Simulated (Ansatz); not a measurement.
Cost and result up the ladder for TaGe12 (13 atoms). Total charge 0; doublet. Geometry: PBE-D4/def2-SVP.

```xyz
13

Ta   -0.9547    0.2471    0.1915
Ge    0.8011   -1.0661   -1.3789
Ge   -2.3939    1.8445   -1.4399
Ge   -1.2464    2.7520    0.7680
Ge    4.1706   -3.1129   -0.7689
Ge    3.2665   -0.7612   -0.8600
Ge    0.9944   -0.9458    1.2344
Ge    4.2545   -4.4769    1.3153
Ge   -0.4593    0.7193   -2.5221
Ge   -4.4345    2.9639   -0.5291
Ge    2.7982   -2.5546    1.2975
Ge   -3.3994    0.9253    0.8961
Ge   -3.3972    3.4655    1.7961
```

Ansatz on 2 threads of AMD EPYC 7R13 on a shared host and a share (18 GiB) of an NVIDIA H100 80GB HBM3. Times are rough, and most runs start from the orbitals of an earlier one. PBE0-D4/def2-TZVP serves as the yardstick here, not as an exact answer. Differences are given only for rows in sets of like size (and for xTB, whose basis is part of the method), since another set adds its own error. Binding counts from free atoms at the same level (Ta quartet, Ge triplet; other spins of the atoms weren't run), without zero-point energy or a counterpoise term.

In the def2 sets Ta takes a core potential; there is no spin–orbit coupling. Correlated methods freeze 108 core orbitals; core or outer-core shells of Ta, Ge are correlated, in sets that lack core-valence functions. The rows differ in basis, and correlated rows in double-zeta sets carry the largest basis error. Single mean-field runs in def2-SVP, def2-TZVP are fitted with def2-universal-jkfit. No other spin state of charge 0 was run. Another isomer (doublet) lies 2.49 eV lower at PBE0-D4/def2-TZVP; other spin states weren't run for this one.

Run but left out: MP2/def2-SVP (⟨S²⟩ 2.08, where a pure state has 0.75).

Correlated methods converge slowly with the basis, most of all in double-zeta sets.

| level | functions | wall time | binding energy per atom (eV) | difference from PBE0-D4/def2-TZVP (eV) |
| --- | --- | --- | --- | --- |
| PBE-D4/def2-SVP | 416 | 7.5 s | 3.35 | – |
| LDA (SPW92)/def2-TZVP | 616 | 9.5 s | 3.97 | 0.78 |
| RPA@PBE/def2-SVP | 416 | 14 s | 2.59 | – |
| PBE-D4/def2-TZVP (with forces) | 616 | 14 s | 3.39 | 0.20 |
| PBE0-D4/def2-SVP | 416 | 15 s | 3.13 | – |
| r2SCAN-D4/def2-TZVP | 616 | 18 s | 3.27 | 0.08 |
| PBE0-D4/def2-TZVP | 616 | 21 s | 3.19 | 0.00 |
